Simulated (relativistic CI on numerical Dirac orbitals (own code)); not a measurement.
**Hyperfine structure of Hf³⁵⁺, mass number 179**

Calculated at this level of theory: Dirac-Coulomb-Breit CI, separate exchange-only KLI orbitals for each configuration, model QED (radiative potential, 1s self-energy scaled to tabulated hydrogen-like ionisation energies), unscaled Slater integrals (own radial code, finite nucleus).

Configurations in the expansion (outside the closed core [Ar] 3d10): 4s2.4p6.4d, 4s2.4p6.4f, 4s2.4p5.4d2, 4s.4p6.4d2, 4s2.4p5.4d.4f, 4s.4p6.4d.4f, 4s2.4p6.5s, 4s2.4p6.5p, 4s2.4p6.5d, 4p6.4d3, 4p5.4d4, 4p5.4d3.4f, 4s.4p6.4f2, 4s.4p5.4f3, 4p6.4f3. Double excitations out of closed p, d and f shells are left out; levels of such configurations are missing from the list, as are those of other unlisted configurations, and high levels can miss mixing partners.

Nuclear spin I = 9/2, μ = -0.6389 μN, Q = 3.79 b (tables of Stone and Pyykkö). The electronic factors are computed for point nuclear moments, without core polarisation or the Bohr-Weisskopf and QED corrections.

```
               Level  E (cm⁻¹)  A (MHz)  B (MHz)
   4s2.4p6.4d 2D_3/2         0    -3422    62400
   4s2.4p6.4d 2D_5/2    132166    -1383    76100
 4s2.4p5.4d2 4D°_1/2   1169200   -630.3         
 4s2.4p5.4d2 4G°_9/2   1305539    -3590  -337000
4s2.4p5.4d2 2H°_11/2   1336863    -3393  -268000
```

Levels with J = 0, under 50 % of one LS term, or S terms without an open s electron are left out. Small factors come from cancelling terms and can be off by tens of per cent or more.

At this charge energies of transitions that change n are usually good to better than 1 %, and those within a shell (Δn = 0) to a few per cent.

Question: Give the hyperfine levels of 4s2.4p6.4d 2D_3/2 relative to its centre of gravity.

Answer: With K = F(F + 1) − I(I + 1) − J(J + 1), E = AK/2 + B[¾K(K + 1) − I(I + 1)J(J + 1)]/[2I(2I − 1)J(2J − 1)]: F = 3: 56820, F = 4: 1545, F = 5: -28560, F = 6: -7500 MHz.

LS names give the leading component of a level, which can be under half, so a name can repeat, a term be missing and a line seem to break the LS rules.
